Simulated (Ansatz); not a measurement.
A structure relaxed at PBE-D4/def2-SVP in Ansatz, charge 0, singlet:

| atom | x (Å) | y (Å) | z (Å) |
| --- | --- | --- | --- |
| Sr1 | 0.558 | 0.371 | 1.461 |
| Sr2 | -2.329 | 1.581 | -0.674 |
| Sr3 | 1.595 | -2.069 | -1.246 |
| S4 | -1.101 | -1.069 | -0.729 |
| S5 | 0.203 | 0.472 | -1.619 |
| S6 | -1.502 | 2.253 | 1.701 |
| S7 | 2.575 | -1.540 | 1.107 |

(1) Give its formula and point group.

(2) Summarise the bond lengths by kind (pairs closer than 1.2 times the sum of covalent radii, bridged metal pairs left out).

## Answers

(1) Sr3S4. Point group C2v (tolerance 0.1 Å).

(2) 10 × S–Sr 2.60 to 3.10 Å; 1 × S–S 2.21 Å.

In the def2 sets Sr takes a core potential; there is no spin–orbit coupling. Another isomer (singlet) lies 0.30 eV lower at PBE0-D4/def2-TZVP; other spin states weren't run for this one.
